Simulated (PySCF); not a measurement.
# How the method moves the HOMO and LUMO of `CO[Si@H](F)O[SiH3]`

CH7FO2Si2.
Geometry (PBE0-D3(BJ)/def2-SVP, Å), atoms numbered from 1 in this order:
```
atom  x, y, z in Å
C1    -2.4451   -0.7631   -0.2038
O2    -1.1349   -0.3358    0.0596
Si3   -0.4799    1.1212   -0.3165
F4    -0.7696    1.4125   -1.8819
O5     1.1251    1.0111   -0.0589
Si6    2.3500   -0.1233   -0.0706
H7    -2.6877   -0.6962   -1.2781
H8    -3.1903   -0.1713    0.3574
H9    -2.5415   -1.8130    0.1079
H10   -1.0518    2.2474    0.4459
H11    2.2336   -0.9978   -1.2735
H12    2.2804   -0.9565    1.1636
H13    3.6422    0.6149   -0.1074
```

Basis pcSseg-1 throughout (PySCF), one geometry. Isolated species at its PBE0-D3(BJ)/def2-SVP geometry (one conformer only).

Question: How do the orbital energies, the gap and the dipole change with the method?

Answer: 
```json
{"method": "BLYP", "kind": "GGA", "HOMO (eV)": "-6.97", "LUMO (eV)": "-0.39", "gap (eV)": "6.58", "μ (D)": "1.49", "SCF cycles": "15"}
{"method": "PBE", "kind": "GGA", "HOMO (eV)": "-7.08", "LUMO (eV)": "-0.56", "gap (eV)": "6.52", "μ (D)": "1.49", "SCF cycles": "15"}
{"method": "OPBE", "kind": "GGA", "HOMO (eV)": "-7.08", "LUMO (eV)": "-0.36", "gap (eV)": "6.71", "μ (D)": "1.46", "SCF cycles": "16"}
{"method": "B97-D", "kind": "GGA", "HOMO (eV)": "-7.13", "LUMO (eV)": "-0.36", "gap (eV)": "6.77", "μ (D)": "1.51", "SCF cycles": "15"}
{"method": "BP86", "kind": "GGA", "HOMO (eV)": "-7.20", "LUMO (eV)": "-0.59", "gap (eV)": "6.61", "μ (D)": "1.51", "SCF cycles": "15"}
{"method": "KT2", "kind": "GGA", "HOMO (eV)": "-7.20", "LUMO (eV)": "-0.74", "gap (eV)": "6.45", "μ (D)": "1.48", "SCF cycles": "16"}
{"method": "LDA", "kind": "LDA", "HOMO (eV)": "-7.20", "LUMO (eV)": "-0.82", "gap (eV)": "6.38", "μ (D)": "1.56", "SCF cycles": "14"}
{"method": "KT3", "kind": "GGA", "HOMO (eV)": "-7.23", "LUMO (eV)": "-0.60", "gap (eV)": "6.63", "μ (D)": "1.45", "SCF cycles": "16"}
{"method": "B97-2", "kind": "global hybrid", "HOMO (eV)": "-8.44", "LUMO (eV)": "0.38", "gap (eV)": "8.82", "μ (D)": "1.56", "SCF cycles": "13"}
{"method": "B3LYP", "kind": "global hybrid", "HOMO (eV)": "-8.44", "LUMO (eV)": "0.16", "gap (eV)": "8.60", "μ (D)": "1.56", "SCF cycles": "13"}
{"method": "PBE0", "kind": "global hybrid", "HOMO (eV)": "-8.71", "LUMO (eV)": "0.35", "gap (eV)": "9.06", "μ (D)": "1.57", "SCF cycles": "13"}
{"method": "mPW1PW91", "kind": "global hybrid", "HOMO (eV)": "-8.76", "LUMO (eV)": "0.38", "gap (eV)": "9.14", "μ (D)": "1.58", "SCF cycles": "13"}
{"method": "CAM-B3LYP", "kind": "range-separated hybrid", "HOMO (eV)": "-10.16", "LUMO (eV)": "1.43", "gap (eV)": "11.59", "μ (D)": "1.59", "SCF cycles": "13"}
{"method": "BHandHLYP", "kind": "global hybrid", "HOMO (eV)": "-10.27", "LUMO (eV)": "1.32", "gap (eV)": "11.59", "μ (D)": "1.64", "SCF cycles": "12"}
{"method": "wB97X-D", "kind": "range-separated hybrid", "HOMO (eV)": "-10.66", "LUMO (eV)": "2.20", "gap (eV)": "12.85", "μ (D)": "1.60", "SCF cycles": "14"}
{"method": "LC-wPBE", "kind": "range-separated hybrid", "HOMO (eV)": "-11.54", "LUMO (eV)": "2.65", "gap (eV)": "14.19", "μ (D)": "1.61", "SCF cycles": "14"}
{"method": "HF", "kind": "Hartree–Fock", "HOMO (eV)": "-12.71", "LUMO (eV)": "3.72", "gap (eV)": "16.42", "μ (D)": "1.72", "SCF cycles": "10"}
```

The HOMO spans 5.74 eV, from BLYP down to HF, and the gap runs from 6.38 eV (LDA) to 16.42 eV (HF). Over the methods BLYP (0 %), PBE (0 %), OPBE (0 %), B97-D (0 %), BP86 (0 %), KT2 (0 %), LDA (0 %), KT3 (0 %), B97-2 (21 %), B3LYP (20 %), PBE0 (25 %), mPW1PW91 (25 %), BHandHLYP (50 %), HF (100 %), a straight line through the gap against the share of exact exchange rises by 0.99 eV for each 10 % (correlation coefficient 0.999). The dipole ranges from 1.45 D (KT3) to 1.72 D (HF). This basis has no diffuse functions.
